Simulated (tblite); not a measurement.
CH7ClSi2.
Atom-mapped SMILES: `[SiH3:1][CH:2]([SiH3:3])[Cl:4]` (hydrogens: H5, H6, H7 on Si1; H8 on C2; H9, H10, H11 on Si3)

Computed geometry: GFN2-xTB, gas phase.

What internal coordinates does the optimisation give?

```
                   bond  length (Å)
         Si1–C2, C2–Si3       1.908
                 C2–Cl4       1.803
Si1–H5 and 5 like bonds       1.462
                  C2–H8       1.090
```

Bonds in one row agree within 0.01 Å and their mean is given. A selection of angles:
```
     angle  degrees
 C2–Si1–H5    108.3
 H5–Si1–H6    111.1
Si1–C2–Si3    118.5
Si1–C2–Cl4    106.4
 Si1–C2–H8    109.9
 Cl4–C2–H8    104.9
```

Si1 (SiH3 silicon) is tetrahedral (angles from 107.5° to 111.1°).

Point group: Cs (every atom within 0.08 Å of its image). Its GFN2-xTB frequencies are all real (lowest 125 cm⁻¹).

On one thread, Arm Neoverse N1 (aarch64), on a shared host, this took 0.32 s wall. That covers the optimisation of the geometry.
